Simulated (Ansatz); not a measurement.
A run on CH₃FOSn with other settings.

```yaml
crystal:
  periodic: [false, false, false]
  atoms:
    - {symbol: F, position_ang: [1.268590, -1.864717, 1.477637]}
    - {symbol: C, position_ang: [0.816503, -0.712471, 0.981424]}
    - {symbol: O, position_ang: [-0.003367, -0.614081, 0.107186]}
    - {symbol: Sn, position_ang: [-0.735951, 1.492742, -1.025407]}
    - {symbol: H, position_ang: [1.545929, 0.047184, 1.265341]}
    - {symbol: H, position_ang: [-2.330716, 0.856253, -0.645293]}
    - {symbol: H, position_ang: [-0.656156, 0.630433, -2.471536]}
basis:
  gaussian: {orbitals: def2-SVP}
hamiltonian: {xc: {name: HF}}
correlation: {method: mp2}
accuracy: high
```

```sh
$ ansatz run in.yaml --threads 2 --pin off --events-out ev --progress --plain --max-ram 4352MiB
```

It prints (some lines left out):

```
Functional definition: HF
1945 factors; integrals over basis functions are off by at most 3.3e-9 eV
mean field evaluation 1: about -11617.5338 eV, gradient 3.6e1 eV
mean field evaluation 2: about -11617.6370 eV, gradient 3.6e1 eV
mean field evaluation 4: about -11620.4519 eV, gradient 3.5e0 eV
mean field evaluation 8: about -11620.5063 eV, gradient 4.5e-1 eV
mean field evaluation 16: about -11620.5080 eV, gradient 4.1e-7 eV
mean field -11620.50796941 eV, -427.0457912125 hartree, gradient 2.8e-8 eV, S^2 0.000000; 0 other end points of the search recorded, 0 dependent functions left out
7 core orbitals not correlated: weight in the atoms' cores, before any rotation towards them, 1.000 or more for the frozen orbitals, at most 0.000 for the correlated occupied ones
reference -11620.50796941 eV, -427.0457912125 hartree; 17, 17 occupied and 59, 59 virtual orbitals, 1945 factors
second order -16.41304827 eV of doubles, -0.00000000 eV of singles
Total energy: -11636.92101768 eV, -427.6489596112 hartree
```

Hardware: 2 threads of an Arm Neoverse V1 on a shared host. Wall time 1.8 s, peak host memory 0.36 GiB.
